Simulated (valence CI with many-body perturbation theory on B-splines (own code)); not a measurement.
Values are calculated unless marked as measured or tabulated.
# Energy levels of Tc4+

Level of theory: relativistic CI+MBPT: three valence electrons over a frozen Dirac-Fock core [Kr], radial functions for each j: 7 s, 7 p, 8 d, 6 f, 4 g, 1 h, with the one-electron correlation potential Σ1 (screened to all orders), the two-electron term Σ2, the three-electron term Σ3, Breit, model QED; selected single and double excitations, second order for the rest (own B-spline code, finite nucleus).

No measured spectrum was set against this ion. As an estimate, terms of the open shell hold to 2 to 4 % of their energy, and close levels can change places; different configurations can be misplaced against each other by 1,000 to 8,000 cm⁻¹. The list stops below the first excitations out of the core.

Levels 46 to 82 of 82, with energies above the lowest level, 4d³ ⁴F_3/2. "Leading %" is the weight of the configuration and term that name the level; weights of strongly mixed levels are sums over their largest components and can fall short. In the jj column 3d3/2^4 stands for four electrons in 3d with j = 3/2.

| No. | Configuration | Term | J | E (cm⁻¹) | Leading % | Second component | g | Leading jj |
| --- | --- | --- | --- | --- | --- | --- | --- | --- |
| 46 | 4d²5p | ⁴F° | 9/2 | 170120 | 73 | 16 % 4d²5p ⁴G° | 1.284 | 4d3/2 4d5/2 5p3/2 (60 %) |
| 47 | 4d²5p | ⁴D° | 3/2 | 170480 | 70 | 24 % 4d²5p ²D° | 1.092 | 4d3/2 4d5/2 5p3/2 (68 %) |
| 48 | 4d²5p | ⁴D° | 5/2 | 170810 | 64 | 15 % 4d²5p ²F° | 1.214 | 4d3/2 4d5/2 5p3/2 (84 %) |
| 49 | 4d²5p | ⁴G° | 11/2 | 170820 | 99 |  | 1.272 | 4d5/2^2 5p3/2 (74 %) |
| 50 | 4d²5p | ²D° | 5/2 | 172120 | 60 | 15 % 4d²5p ²F° | 1.181 | 4d5/2^2 5p3/2 (55 %) |
| 51 | 4d²5p | ²S° | 1/2 | 172130 | 90 | 5 % 4d²5p ⁴P° | 1.979 | 4d3/2 4d5/2 5p1/2 (40 %) |
| 52 | 4d²5p | ⁴D° | 7/2 | 172740 | 53 | 37 % 4d²5p ²F° | 1.281 | 4d5/2^2 5p3/2 (47 %) |
| 53 | 4d²5p | ²G° | 7/2 | 173300 | 86 | 6 % 4d²5p ⁴F° | 0.938 | 4d3/2 4d5/2 5p3/2 (52 %) |
| 54 | 4d²5p | ⁴S° | 3/2 | 175270 | 68 | 21 % 4d²5p ²P° | 1.783 | 4d3/2 4d5/2 5p1/2 (48 %) |
| 55 | 4d²5p | ²G° | 9/2 | 175530 | 82 | 14 % 4d²5p ⁴F° | 1.137 | 4d5/2^2 5p3/2 (62 %) |
| 56 | 4d²5p | ⁴D° | 1/2 | 177760 | 96 |  | 0.019 | 4d3/2^2 5p1/2 (35 %) |
| 57 | 4d²5p | ²P° | 3/2 | 178040 | 42 | 24 % 4d²5p ⁴S° | 1.387 | 4d5/2^2 5p1/2 (38 %) |
| 58 | 4d²5p | ²F° | 5/2 | 178660 | 79 | 7 % 4d²5p ²D° | 0.938 | 4d3/2 4d5/2 5p1/2 (38 %) |
| 59 | 4d²5p | ⁴D° | 3/2 | 179120 | 82 | 11 % 4d²5p ²P° | 1.229 | 4d3/2 4d5/2 5p1/2 (39 %) |
| 60 | 4d²5p | ²G° | 7/2 | 180160 | 49 | 42 % 4d²5p ²F° | 1.038 | 4d3/2 4d5/2 5p3/2 (31 %) |
| 61 | 4d²5p | ²P° | 1/2 | 180740 | 84 | 11 % 4d²5p ⁴P° | 0.872 | 4d5/2^2 5p3/2 (38 %) |
| 62 | 4d²5p | ⁴D° | 5/2 | 180900 | 81 | 10 % 4d²5p ²F° | 1.311 | 4d3/2 4d5/2 5p3/2 (46 %) |
| 63 | 4d²5p | ²G° | 9/2 | 181870 | 88 | 10 % 4d²5p ²H° | 1.090 | 4d3/2 4d5/2 5p3/2 (40 %) |
| 64 | 4d²5p | ⁴D° | 7/2 | 182330 | 45 | 35 % 4d²5p ²G° | 1.184 | 4d3/2 4d5/2 5p3/2 (56 %) |
| 65 | 4d²5p | ²D° | 3/2 | 182730 | 53 | 20 % 4d²5p ⁴P° | 1.115 | 4d3/2 4d5/2 5p3/2 (36 %) |
| 66 | 4d²5p | ⁴P° | 1/2 | 183310 | 82 | 8 % 4d²5p ²P° | 2.425 | 4d5/2^2 5p3/2 (34 %) |
| 67 | 4d²5p | ²D° | 5/2 | 183460 | 57 | 28 % 4d²5p ⁴P° | 1.314 | 4d3/2 4d5/2 5p3/2 (70 %) |
| 68 | 4d²5p | ⁴P° | 3/2 | 183890 | 74 | 19 % 4d²5p ²D° | 1.529 | 4d3/2 4d5/2 5p3/2 (39 %) |
| 69 | 4d²5p | ⁴D° | 7/2 | 184190 | 47 | 33 % 4d²5p ²F° | 1.245 | 4d5/2^2 5p3/2 (82 %) |
| 70 | 4d²5p | ⁴P° | 5/2 | 186140 | 60 | 37 % 4d²5p ²D° | 1.443 | 4d5/2^2 5p3/2 (49 %) |
| 71 | 4d²5p | ²H° | 9/2 | 186380 | 86 | 13 % 4d²5p ²G° | 0.935 | 4d3/2 4d5/2 5p3/2 (48 %) |
| 72 | 4d²5p | ²D° | 3/2 | 188640 | 84 | 12 % 4d²5p ²P° | 0.874 | 4d3/2 4d5/2 5p3/2 (42 %) |
| 73 | 4d²5p | ²H° | 11/2 | 188950 | 98 |  | 1.092 | 4d3/2 4d5/2 5p3/2 (73 %) |
| 74 | 4d²5p | ²D° | 5/2 | 189500 | 87 | 6 % 4d²5p ⁴P° | 1.215 | 4d3/2 4d5/2 5p3/2 (43 %) |
| 75 | 4d²5p | ²P° | 1/2 | 191140 | 94 |  | 0.664 | 4d3/2 4d5/2 5p3/2 (74 %) |
| 76 | 4d²5p | ²P° | 3/2 | 192290 | 80 | 13 % 4d²5p ²D° | 1.266 | 4d5/2^2 5p3/2 (55 %) |
| 77 | 4d²5p | ²F° | 7/2 | 192370 | 94 |  | 1.137 | 4d3/2 4d5/2 5p3/2 (39 %) |
| 78 | 4d²5p | ²F° | 5/2 | 194240 | 96 |  | 0.866 | 4d3/2 4d5/2 5p3/2 (66 %) |
| 79 | 4d²5p | ²P° | 1/2 | 210200 | 97 |  | 0.666 | 4d5/2^2 5p1/2 (67 %) |
| 80 | 4d²5p | ²P° | 3/2 | 214100 | 97 |  | 1.333 | 4d5/2^2 5p3/2 (64 %) |
| 81 | 4d5s² | ²D | 3/2 | 231550 | 94 |  | 0.799 | 4d3/2 5s^2 (94 %) |
| 82 | 4d5s² | ²D | 5/2 | 234740 | 94 |  | 1.200 | 4d5/2 5s^2 (94 %) |

Names give the largest LS component (configuration and term), which can be under half, so a name can repeat, a term be missing and a line seem to break the LS rules; names also repeat where a configuration has a term twice.

Where two levels of one J and parity lie close, their mixing, g and order are uncertain.
